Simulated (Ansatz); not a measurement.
CH10Si4, SMILES [SiH3][Si@@H]1C[SiH2][SiH2]1.

Geometry optimised at ωB97X-D3(BJ)/def2-SVP. The structure was generated by enumeration; whether it is a known compound was not checked.

Two levels are set side by side: PBE/def2-SVPD (Ansatz, a quantum-chemistry and plane-wave program) and ωB97X-V/def2-SVPD (Ansatz). Energy differences of separate SCF runs at the same geometry; the states with an electron removed or added have multiplicity 2 and 2. Differences are taken from unrounded values.

```csv
quantity,ωB97X-V
vertical ionisation energy (eV),8.91
vertical singlet–triplet gap (eV),5.21
```

**Question.** What does PBE give, and how far is it from ωB97X-V? (The exact figures need the calculation; the answer reports its results.)

**Answer.** 
```tsv
quantity	PBE	PBE minus ωB97X-V
vertical ionisation energy (eV)	8.53	-0.38
vertical singlet–triplet gap (eV)	4.50	-0.71
```
